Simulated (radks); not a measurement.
The numbers below are computed, except where a source is named.
Spherical jellium clusters: N electrons in a uniform positive sphere of charge N and radius rs N^(1/3), rs = 3.29 bohr. Level of theory: non-relativistic Kohn-Sham, LDA (Slater exchange, Perdew-Wang correlation), spin-polarised, spherical densities (a radial shooting solver with Libxc functionals). Levels are named by radial order and angular momentum (1s, 1p, 1d, 2s, ...), and open shells are averaged over m.

N = 4, configuration 1s2 1p(up 2, down 0). This is the lowest configuration that the search found. Occupied and some empty levels:

| level | occupation | eigenvalue (eV) | <r> (bohr) |
|---|---|---|---|
| 1s up | 1 | -5.3250 | 3.813 |
| 1s down | 1 | -4.6641 | 3.798 |
| 1p up | 2 | -2.9322 | 5.074 |
| 1p down | 0 | -2.2773 | 5.270 |
| 2s up | 0 | -0.82079 | 8.138 |
| 1d up | 0 | -0.63136 | 7.113 |
| 2s down | 0 | -0.57982 | 8.990 |
| 1d down | 0 | -0.21311 | 8.313 |

Energy (eV): total -5.28391, kinetic 9.6215, external -93.508, Hartree 44.181, exchange-correlation -15.599, background 50.019.
